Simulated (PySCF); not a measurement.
# One molecule, a ladder of functionals, a line

Molecule: `C=N[SiH2]C#N`, C$_{2}$H$_{4}$N$_{2}$Si.

Numbering as in the mapped SMILES `[CH2:1]=[N:2][SiH2:3][C:4]#[N:5]`. Each H is labelled by its parent atom. Ha(C1) is cis to Si3; Hb(C1) is trans to Si3.

GIAO shieldings (ppm, equivalent atoms averaged) in PySCF 2.14.0 with density-fitted response routines on the PBE0-D3(BJ)/def2-SVP geometry, basis pcSseg-2, gas phase, non-relativistic:

| functional | exact exchange (%) | σ(C1) | σ(N5) | σ(Si3) |
| --- | --- | --- | --- | --- |
| BLYP | 0 | -8.0 | -105.6 | 376.3 |
| BP86 | 0 | -5.9 | -103.9 | 383.8 |
| PBE | 0 | -6.5 | -105.1 | 384.6 |
| B3LYP | 20 | -5.4 | -108.4 | 386.9 |
| PBE0 | 25 | -2.8 | -107.8 | 398.0 |
| BHandHLYP | 50 | -0.3 | -111.3 | 404.0 |
| HF | 100 | 11.3 | -113.6 | 437.4 |

Q: Fit each shielding as a line in the percentage of exact exchange.

A: σ(C1) = -7.4 + 0.18 x (rms 1.2 ppm); σ(N5) = -105.4 − 0.09 x (rms 1.0 ppm); σ(Si3) = 380.6 + 0.55 x (rms 3.8 ppm). The functionals also differ in their semilocal parts, which the line can't hold; Hartree–Fock has no correlation at all.

Q: What does the line predict for mPW1PW91 (25 %), and what does the run give?

A: σ(C1): -2.9 predicted, -3.2 computed; σ(N5): -107.7 predicted, -108.6 computed; σ(Si3): 394.4 predicted, 397.1 computed ppm.
